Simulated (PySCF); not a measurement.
Vertical excitations of a molecule C₄H₅FO from TDA-PBE/def2-SVPD run with PySCF 2.14.0, as energy in eV (oscillator strength): 5.08 (0.001), 5.42 (0.004), 5.63 (0.000), 6.19 (0.120), 6.48 (0.013), 6.76 (0.049), 6.89 (0.002), 7.54 (0.006), 7.75 (0.006), 7.82 (0.001). Lowest triplet (TDA): 3.98 eV. Geometry optimised at r2SCAN-D4/def2-SVP. One conformer was computed; it need not be the lowest.

Problem. Which structure fits?
A) CC1=C(F)CO1
B) C=COC(=C)F
C) O=CC/C=C/F
D) O=C1CC[C@@H]1F

Solution. A, CC1=C(F)CO1
